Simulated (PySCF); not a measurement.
Harmonic spectrum computed at BP86 in the def2-TZVP basis family (core potentials from Rb on, PySCF, no spin–orbit coupling):

| ω (cm⁻¹) | IR (km/mol, summed over degenerate members) | degeneracy |
| --- | --- | --- |
| 105 | 104 | 2 |
| 313 | 0.0 | 1 |
| 602 | 142 | 1 |

Task: Which molecule gave it? In each, all ligands are bound to the one heavy central atom.
A. MgCl₂ (singlet)
B. CoCl₂ (quartet)
C. CdCl₂ (singlet)
D. SeCl₂ (singlet)

Result: A. It has D∞h symmetry with Mg–Cl 2.186 Å (×2).
